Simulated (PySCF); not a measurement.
Predicted microwave data (PBE0/pcSseg-1 in PySCF (dipole) on a GFN2-xTB geometry, gas phase) for one isomer of C4H9FO2Si2:

```
Rotational constants : A = 2333, B = 789.9, C = 640.3 MHz
Dipole components    : |μa| = 2.80 D, |μb| = 0.92 D, |μc| = 0.54 D
Inertial defect      : -67.16 u·Å²
κ                    : -0.82
```

Problem. Which candidate fits, each taken in the one conformer that was computed?
A. `[CH2:1]=[CH:2][Si@:3]([OH:4])([CH:5]=[O:6])[SiH2:7][CH2:8][F:9]` with C1–C2–Si3–O4 -7°, C2–Si3–O4–H -90°, C2–Si3–C5–O6 116°, C2–Si3–Si7–C8 48°, Si3–Si7–C8–F9 43°
B. `[CH2:1]=[CH:2][CH2:3][C@@H:4]1[O:5][Si@@H:6]([F:7])[O:8][SiH2:9]1` with C1–C2–C3–C4 -120°, C2–C3–C4–O5 -173°
C. `[F:1][Si@@H:2]1[O:3][SiH2:4][C@@H:5]([CH:6]2[CH2:7][CH2:8]2)[O:9]1` with Si4–C5–C6–C7 -89°, F1–Si2–O3–Si4 -118°, Si2–O3–Si4–C5 -4°, O3–Si4–C5–C6 -110°, C5–C6–C7–C8 -110°

Solution. C. It is F[Si@@H]1O[SiH2][C@@H](C2CC2)O1, an asymmetric top, point group C1. The candidates at the same level (rigid rotor, commonest isotopes):

```tsv
SMILES	A (MHz)	B (MHz)	C (MHz)	μa (D)	μb (D)	μc (D)	Δ (u·Å²)	point group	rotor
C=C[Si@](O)(C=O)[SiH2]CF	1259	789.3	700.0	0.88	2.39	0.02	-319.52	C1	asymmetric top
C=CC[C@@H]1O[Si@@H](F)O[SiH2]1	2789	687.9	604.7	2.87	0.19	0.25	-80.12	C1	near-prolate asymmetric top
F[Si@@H]1O[SiH2][C@@H](C2CC2)O1	2333	789.9	640.3	2.80	0.92	0.54	-67.16	C1	asymmetric top
```

`C=C[Si@](O)(C=O)[SiH2]CF` has A 46 % too low; `C=CC[C@@H]1O[Si@@H](F)O[SiH2]1` has A 20 % too high. No structure here is proved a minimum.
